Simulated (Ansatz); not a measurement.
Single points on ZrO4H4.

```yaml
crystal:
  periodic: [false, false, false]
  atoms:
    - {symbol: Zr, position_ang: [0.294568, 0.187881, 0.017429]}
    - {symbol: O, position_ang: [0.737793, 1.714993, 1.096854]}
    - {symbol: O, position_ang: [-0.397780, -1.254548, 1.290940]}
    - {symbol: O, position_ang: [0.039981, -2.112461, 0.164227]}
    - {symbol: O, position_ang: [-1.031998, 0.541599, -1.343548]}
    - {symbol: H, position_ang: [0.964291, 2.457940, 1.672195]}
    - {symbol: H, position_ang: [1.901940, -0.169460, -0.885269]}
    - {symbol: H, position_ang: [-0.818397, -2.433895, -0.193878]}
    - {symbol: H, position_ang: [-1.690388, 1.067962, -1.818939]}
basis:
  gaussian: {orbitals: def2-TZVP, initial_orbitals: start.molden}
hamiltonian: {xc: hse06, dispersion: d4}
scf: {omitted_lower_state_checks: [starts]}
output: {orbitals: {seedname: orbitals}}
```

The file start.molden holds the orbitals of an earlier run on this structure, at another level or in another basis.

```sh
$ ansatz run in.yaml --threads 4 --pin off --events-out ev --progress --plain --max-ram 3916MiB
```

Shortened log:

```
Functional definition: HSE06
1179 factors; their error is unknown
95 factors; integrals over basis functions are off by at most 1.7e-6 eV
mean field evaluation 1: about -9530.1226 eV, gradient 5.5e-1 eV
mean field evaluation 2: about -9530.1230 eV, gradient 3.7e-4 eV
mean field evaluation 4: about -9530.1619 eV, gradient 1.0e-4 eV
mean field -9530.16185166 eV, -350.2269882726 hartree, gradient 1.2e-5 eV, S^2 0.000000; 0 other end points of the search recorded, 0 dependent functions left out
reference -9530.16192976 eV, -350.2269911429 hartree; 24, 24 occupied and 164, 164 virtual orbitals, 1179 factors
Total energy: -9530.29932231 eV, -350.2320402261 hartree
Checks for a lower state left out: starts
```

Run time 2.5 s (4 threads of Arm Neoverse V1 on a shared host).

First input, but with `hamiltonian: {xc: pbe0, dispersion: d4}` (abridged; 2.8 s):

```
Functional definition: PBE0
mean field -9530.55601245 eV, -350.2414734146 hartree, gradient 1.5e-5 eV, S^2 0.000000
Total energy: -9530.70219016 eV, -350.2468453463 hartree
Checks for a lower state left out: starts
```

As the first input, with `hamiltonian: {xc: {name: LC-wPBE}}` (abridged; 2.2 s):

```
Functional definition: LC-wPBE
mean field -9535.33570554 eV, -350.4171238958 hartree, gradient 1.9e-5 eV, S^2 0.000000
Total energy: -9535.33570555 eV, -350.4171238963 hartree
Checks for a lower state left out: starts
```

The first input with `hamiltonian: {xc: pbe, dispersion: d4}`, `output: {forces: true, orbitals: {seedname: orbitals}}` (abridged; 2.1 s):

```
Functional definition: PBE
mean field -9531.80195789 eV, -350.2872610650 hartree, gradient 2.5e-5 eV, S^2 0.000000
Total energy: -9531.97340254 eV, -350.2935615397 hartree
Atom 0 force     0.057465    -0.050570     0.005468 eV/Å
Atom 1 force     0.047336     0.183872     0.127765 eV/Å
Atom 2 force    -0.024734     0.021701     0.029391 eV/Å
Atom 3 force    -0.080089    -0.076463    -0.085054 eV/Å
Atom 4 force    -0.180879     0.075848    -0.162398 eV/Å
Atom 5 force    -0.035912    -0.138723    -0.095782 eV/Å
Atom 6 force    -0.032002    -0.005700     0.016576 eV/Å
Atom 7 force     0.116780     0.074682     0.052834 eV/Å
Atom 8 force     0.132035    -0.084647     0.111199 eV/Å
Dipole moment:    -0.552211     0.302824    -0.056278 e Å
Checks for a lower state left out: starts
```

First input, but with `correlation: {method: ccsd_t}` and without the key `hamiltonian` (abridged; 1.9 min):

```
Functional definition: HF
mean field -9483.68578939 eV, -348.5190244870 hartree, gradient 8.2e-6 eV, S^2 0.000000
4 core orbitals not correlated: weight in the atoms' cores, before any rotation towards them, 1.000 or more for the frozen orbitals, at most 0.000 for the correlated occupied ones
second order -34.79429237 eV of doubles, -0.00000000 eV of singles
cycle   1  -33.75142644 eV  change     1.0e0 eV  update   1.7e-1
cycle   2  -34.65634439 eV  change   -9.0e-1 eV  update   6.2e-2
cycle   3  -34.92909314 eV  change   -2.7e-1 eV  update   3.0e-2
cycle   4  -34.90744146 eV  change    2.2e-2 eV  update   9.4e-3
cycle   5  -34.89685654 eV  change    1.1e-2 eV  update   3.8e-3
cycle   6  -34.89967340 eV  change   -2.8e-3 eV  update   1.3e-3
cycle   7  -34.89928391 eV  change    3.9e-4 eV  update   5.7e-4
cycle   8  -34.89899030 eV  change    2.9e-4 eV  update   2.3e-4
cycle   9  -34.89911577 eV  change   -1.3e-4 eV  update   1.2e-4
cycle  10  -34.89916957 eV  change   -5.4e-5 eV  update   5.1e-5
cycle  11  -34.89910232 eV  change    6.7e-5 eV  update   2.6e-5
cycle  12  -34.89914445 eV  change   -4.2e-5 eV  update   1.5e-5
perturbative correction -1.38918749 eV, -0.0510516985 hartree
Total energy: -9519.97412133 eV, -349.8525960886 hartree
Checks for a lower state left out: starts
```

As the first input, with `hamiltonian: {xc: r2scan, dispersion: d4}` (abridged; 3.7 s):

```
Functional definition: r2SCAN
mean field -9536.56200328 eV, -350.4621895065 hartree, gradient 2.6e-5 eV, S^2 0.000000
Total energy: -9536.60457655 eV, -350.4637540455 hartree
Checks for a lower state left out: starts
```

Geometry: PBE-D4/def2-SVP.

In the def2 sets Zr takes a core potential; there is no spin–orbit coupling. LC-ωPBE has ω = 0.4 bohr⁻¹. HSE06 is defined as in plane-wave codes, on full-range PBE exchange. Correlated methods freeze 4 core orbitals; core or outer-core shells of Zr are correlated, in sets that lack core-valence functions. The structure holds one bond between oxygen atoms, so isomers without such links may lie far lower. Another isomer (singlet) lies 0.03 eV lower at PBE0-D4/def2-TZVP; other spin states weren't run for this one.
